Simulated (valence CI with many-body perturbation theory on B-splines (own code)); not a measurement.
Values are calculated unless marked as measured or tabulated.
## Pm47+: input, log and results

Level of theory: valence CI with perturbative core correlation (CI+MBPT): four valence electrons over a frozen Dirac-Fock core [Ne], a basis of 11 s, 11 p, 9 d, 7 f, 5 g, 2 h, 1 i functions for each j, with the one-electron correlation potential Σ1 (screened to all orders), the two-electron term Σ2, the three-electron term Σ3, Breit, model QED; selected single and double excitations, second order for the rest (own B-spline code, finite nucleus).

Command, and the settings that its task file holds:

```sh
python run_cv.py task.json out
```

```
atom Pm  Z=61  mass_number=145  rms_radius_fm=4.9620
core [Ne]
valence 3s2 3p2
avg = 1
basis = L
breit = 1
cap = 40000
capref = 1200
cscale = 1
de = 0.0
dress = 0
eps = 2e-08
h = 0.27
hh = 1
l2 = 3
lcore = 6
maxit = 60
n2 = 5
natural = 1
nlev = 60
nno = [7, 7, 6, 5, 4, 2, 1]
nroot = 26
nsp = [4, 4, 3, 2, 1, 0, 0]
pt2 = 1
qed = 1
rpa = 1
s1 = 1
s2 = 1
s3 = 1
screen = 1
tol = 2e-05
```

Q: Roughly how long does this run take on one core of Arm Neoverse V1, and how much memory?

A: 3.3 min on 1 thread of Arm Neoverse V1, on a shared host, peak memory 1.1 GiB.

Log. The first blocks belong to the next ion, which gives the ionisation energy. Fields: 2J, parity (1 odd), roots, reference size, generating configurations, candidates as configurations/state functions, variational space P, stored matrix elements, Davidson steps; e2 is the range of second-order energies in hartree. The first line gives the box (bohr), its intervals, the orbitals and the steps of their self-consistent field. Window is the range of levels sought, series limit the energy at which the first omitted orbital would enter, core excitation an estimate of the first excitation out of the core, left out the lowest levels not solved, and shifts from estimates the range by which levels moved from their first estimate, all in cm⁻¹.

```
rmax 2.4 intervals 56 orbitals 81 references ['3s2 3p2', '3s 3p3', '3s2 3p 3d', '3s 3p2 3d', '3p4'] scf 3 t 1.0
2J=1 par=1 roots 2 ref 37 generators 5 cand 5262/7988 P 1977/2930 nnz 1.5e+06 it 5
2J=1 par=1 roots 2 ref 37 generators 7 cand 3315/5095 P 2646/3963 nnz 2.4e+06 it 4
   second order: generators 13 cand 6290/9527 e2 -0.00001 -0.00001
reference levels 670, estimated 176, window 5217946 1/cm; series limit 25065412, core excitation 44398249
2J=0 par=0 roots 8 ref 39 generators 17 cand 15013/26355 P 5128/8000 nnz 4.4e+06 it 5
2J=0 par=0 roots 8 ref 39 generators 21 cand 15665/29938 P 10479/17686 nnz 1.9e+07 it 7
   second order: generators 28 cand 17856/38132 e2 -0.00004 -0.00000
2J=2 par=0 roots 10 ref 69 generators 14 cand 19154/76377 P 2489/7999 nnz 6.1e+06 it 10
2J=2 par=0 roots 10 ref 69 generators 17 cand 17500/70943 P 10145/40000 nnz 1.1e+08 it 8
   second order: generators 26 cand 23857/125034 e2 -0.00009 -0.00002
2J=4 par=0 roots 15 ref 97 generators 21 cand 20936/110821 P 2433/8000 nnz 6.2e+06 it 7
2J=4 par=0 roots 15 ref 97 generators 26 cand 19342/105418 P 9103/39995 nnz 1e+08 it 9
   second order: generators 38 cand 27034/202093 e2 -0.00060 -0.00013
2J=4 par=1 roots 9 ref 83 generators 19 cand 20910/110534 P 2356/7995 nnz 6.4e+06 it 7
2J=4 par=1 roots 9 ref 83 generators 22 cand 19280/105121 P 9314/39994 nnz 1.1e+08 it 8
   second order: generators 31 cand 22390/148810 e2 -0.00027 -0.00004
2J=2 par=1 roots 8 ref 72 generators 19 cand 19159/76725 P 2845/7998 nnz 6e+06 it 5
2J=2 par=1 roots 8 ref 72 generators 22 cand 17275/71296 P 9967/34724 nnz 7.6e+07 it 7
   second order: generators 30 cand 20078/103645 e2 -0.00014 -0.00002
2J=6 par=1 roots 5 ref 67 generators 15 cand 21145/123217 P 2434/8000 nnz 6.1e+06 it 5
2J=6 par=1 roots 5 ref 67 generators 19 cand 19483/117781 P 9120/39997 nnz 1.1e+08 it 7
   second order: generators 30 cand 24387/198998 e2 -0.00031 -0.00007
2J=0 par=1 roots 3 ref 28 generators 12 cand 14948/25998 P 5012/7999 nnz 5.2e+06 it 5
2J=0 par=1 roots 3 ref 28 generators 13 cand 11613/20527 P 7329/12089 nnz 9.8e+06 it 5
   second order: generators 16 cand 13094/23896 e2 -0.00005 -0.00001
2J=6 par=0 roots 9 ref 70 generators 11 cand 21130/122937 P 1979/7996 nnz 6.7e+06 it 12
2J=6 par=0 roots 9 ref 70 generators 14 cand 19860/117510 P 7564/39990 nnz 1.2e+08 it 10
   second order: generators 26 cand 28677/237813 e2 -0.00039 -0.00015
2J=8 par=1 roots 2 ref 41 generators 9 cand 20060/116687 P 1992/7993 nnz 7.3e+06 it 5
2J=8 par=1 roots 2 ref 41 generators 13 cand 18814/111235 P 6373/28929 nnz 6.9e+07 it 6
   second order: generators 17 cand 20285/149091 e2 -0.00021 -0.00006
2J=8 par=0 roots 5 ref 51 generators 9 cand 18608/111952 P 2321/7998 nnz 6.5e+06 it 6
2J=8 par=0 roots 5 ref 51 generators 16 cand 18594/111425 P 8119/39990 nnz 1.2e+08 it 10
   second order: generators 23 cand 24366/193826 e2 -0.00025 -0.00007
2J=10 par=0 roots 2 ref 19 generators 3 cand 12448/77555 P 1974/8000 nnz 9.5e+06 it 5
2J=10 par=0 roots 2 ref 19 generators 9 cand 15252/90368 P 4847/23401 nnz 6.2e+07 it 5
   second order: generators 11 cand 17398/127966 e2 -0.00009 -0.00006
left out: unestimated 7568156, estimated 5659865, shifts from estimates -13 to 172
operators 0.8
```

The Davidson iterations converged.

The last digits are not significant, and no measured levels were compared; by estimate large intervals hold to a few tenths of a per cent, small ones and those within an open d or f shell to about a per cent.

```
Valence energy                            : -627.628 hartree
Ionisation energy                         : 4058.6 eV (NIST: 4056 ± 4 eV (theoretical))
Reference configurations for the orbitals : 3s2 3p2, 3s 3p3, 3s2 3p 3d, 3s 3p2 3d, 3p4
Radial orbitals                           : 81
Box radius                                : 2.388 bohr
Largest variational space                 : 40000
Lowest levels                             : (3s^2 3p1/2^2) J=0 0.00, (3s^2 3p1/2 3p3/2) J=1 135.12, (3s^2 3p1/2 3p3/2) J=2 142.59, (3s 3p1/2^2 3p3/2) J=2 258.83, (3s 3p1/2^2 3p3/2) J=1 281.66, (3s^2 3p3/2^2) J=2 283.15, (3s^2 3p3/2^2) J=0 299.29, (3s^2 3p1/2 3d3/2) J=2 307.38, (3s^2 3p1/2 3d3/2) J=1 339.56, (3s^2 3p1/2 3d5/2) J=2 351.73, (3s^2 3p1/2 3d5/2) J=3 353.46, (3s 3p1/2 3p3/2^2) J=2 [a] 393.08, (3s 3p1/2 3p3/2^2) J=3 404.49, (3s 3p1/2 3p3/2^2) J=0 413.59 eV
```

Levels are named by their leading jj configuration (3d3/2^4 stands for four electrons in 3d with j = 3/2), which in mixed levels can hold well under half, so a name can repeat and another be missing. Letters in brackets count levels of one name in rising energy.
